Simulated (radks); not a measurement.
Effect of the nuclear size on the antimony ion Sb+, [Kr] 4d10 5s2 5p2. Method: Dirac Kohn-Sham, exchange-only LDA, spin-unpolarised, spherical densities, finite nucleus; open shells are shared between the two j in proportion to 2j + 1; Fermi nuclear charge, rms radius 4.6802 fm; computed with a radial shooting solver on a logarithmic mesh with Libxc functionals. The rms radius is varied about that value; shifts are against it.

rms radius (fm)  total energy shift (eV)  density at nucleus (e/bohr^3)  1s1/2 shift (meV)  2s1/2 shift (meV)  4p1/2 shift (meV)  5s1/2 shift (meV)  5p1/2 shift (meV)  5p3/2 shift (meV)  6s1/2 (empty) shift (meV)
4.0999                             -1.08                      2.125e+05               -452              -52.1              0.175             -0.212              0.039              0.041                     -0.032
4.4509                            -0.440                      2.097e+05               -184              -21.3              0.071             -0.086              0.016              0.017                     -0.013
4.6802                                 0                      2.081e+05              0.000              0.000              0.000              0.000              0.000              0.000                      0.000
4.9048                             0.449                      2.065e+05                188               21.7             -0.073              0.088             -0.016             -0.017                      0.013
5.7239                              2.23                      2.015e+05                937                108             -0.362              0.439             -0.082             -0.084                      0.067

Slopes of the eigenvalues against <r^2> in GHz/fm^2, as finite differences over the two radii next to the reference (eigenvalue slopes, not the field-shift constants of lines): 1s1/2 21200, 2s1/2 2450, 4p1/2 -8.20, 5s1/2 9.94, 5p1/2 -1.85, 5p3/2 -1.91.
